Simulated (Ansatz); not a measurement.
System: trifluorogermane, GeHF₃, net charge 0, singlet state. SMILES: [F][GeH]([F])[F]
Structure (B3LYP-D3(BJ)/def2-TZVP (Ansatz, a first-principles code) minimum search):
```
Ge
F 1 1.7176
F 1 1.7176 2 106.40
F 1 1.7176 2 106.40 3 -113.16
H 1 1.5172 2 112.39 4 -123.42
```

Property: atomisation energy, in kcal/mol. Conventions: spin-orbit terms left out; six Cartesian d functions in 6-31G* and its kin unless marked 5d; dispersion terms only where a functional's name holds one; open shells spin-unrestricted; valence correlation only (noble-gas shells and the d and f shells of earlier blocks); atomisation electronic, to ground-state atoms; LANL2DZ with its own core potentials from Na on; non-relativistic. First-principles rows: single points at B3LYP-D3(BJ) geometries (Ansatz).

```
level                                     program  atomisation energy (kcal/mol)
---------------------------------  --------------  -----------------------------
HF/STO-3G                                  Ansatz                          262.3
HF/LANL2DZ                                 Ansatz                          235.8
BLYP/6-31G* with LANL2DZ past Ar           Ansatz                          422.3
B3LYP/6-31G**                              Ansatz                          409.3
B3LYP/6-31G* with LANL2DZ past Ar          Ansatz                          410.5
PBE0/6-31G*                                Ansatz                          406.3
MP2/6-31G* with LANL2DZ past Ar            Ansatz                          411.8
PBE/def2-TZVPD                             Ansatz                          426.2
B3LYP-D3(BJ)/def2-TZVPD            Ansatz + dftd3                          413.4
```

No value to compare with is used here. The 7 habitual levels span 235.8 (HF/LANL2DZ) to 422.3 kcal/mol (BLYP/6-31G* with LANL2DZ past Ar); PBE/def2-TZVPD gives 426.2.

The levels are drawn from those run, B3LYP/6-31G* more often than the rest, none by its result; left out are runs that failed, that the program found above a lower state of the same kind, or whose <S^2> lies over 0.5 above the pure value.
